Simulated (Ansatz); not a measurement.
`[CH3][InH][S][SiH3]` + `O[Si](O)(Cl)Cl` → `O[Si](Cl)(Cl)O[SiH3]` + `[CH3][InH][SH]`  (ligand exchange at the Si–S bond)

Isolated molecules relaxed with PBE0-D4/def2-TZVP in Ansatz; ΔE leaves out vibrations. CBS: MP2 limit from def2 TZ/QZ plus the TZ coupled-cluster correction, frozen cores. Functionals use def2-TZVPP. B3LYP here is the variant with VWN-RPA as its local correlation; programs differ in this. Elements past krypton have def2 core potentials. For In outer-core shells are correlated without core-valence functions, which leaves a few kJ/mol of doubt a bond. One conformer a species, not always the lowest.

```tsv
level	ΔE (kcal/mol)	difference from CCSD(T)/CBS
B3LYP-D4	-11.7	-1.9
ωB97X-V	-10.4	-0.6
ωB97M-V	-10.3	-0.5
B2PLYP	-11.4	-1.6
PBE0	-7.8	2.0
HF/def2-TZVPP	-15.2	-5.4
SCS-MP2/def2-TZVPP	-11.4	-1.6
HF/def2-QZVPP	-15.8	-6.0
MP2/def2-QZVPP	-9.5	0.3
SCS-MP2/def2-QZVPP	-11.1	-1.3
CCSD(T)/CBS	-9.8	0
```

Largest T1 diagnostic among the species: 0.013.

From PBE to PBE0 (25 % exact exchange), in def2-TZVPP and without D4, ΔE moves by −0.9 kcal/mol. In def2-TZVPP, CCSD(T) changes the Hartree–Fock value by +4.5 kcal/mol (the triples alone add +0.9 kcal/mol) and MP2 by +5.4 kcal/mol.

CCSD(T)/CBS has its own doubt, a few kJ/mol and more with outer-core shells, so smaller differences from it don't rank the levels.
